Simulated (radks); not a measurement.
The numbers below are computed, except where a source is named.
Problem. Lu49+, configuration [Ar] 3d4 (the NIST ground configuration). Level of theory: non-relativistic Kohn-Sham, exchange-only LDA, spin-unpolarised, spherical densities, point nucleus; relativity is left out, which matters for an element this heavy (a radial shooting solver on a logarithmic mesh with Libxc functionals). Some entries of the table are withheld. Estimate them.

| orbital | occ. | eigenvalue (eV) | <1/r> (bohr^-1) |
|---|---|---|---|
| 1s | 2 | -61433.72 | 70.42 |
| 2s | 2 | (1) | 16.59 |
| 2p | 6 | -12057.12 | (2) |
| 3s | 2 | (3) | 6.729 |
| 3p | 6 | (4) | (5) |
| 3d | 4 | (6) | 6.590 |

Solution. 
(1) 2s eigenvalue (eV): -12442.69
(2) 2p <1/r> (bohr^-1): 16.60
(3) 3s eigenvalue (eV): -4722.280
(4) 3p eigenvalue (eV): -4562.130
(5) 3p <1/r> (bohr^-1): 6.686
(6) 3d eigenvalue (eV): -4289.673
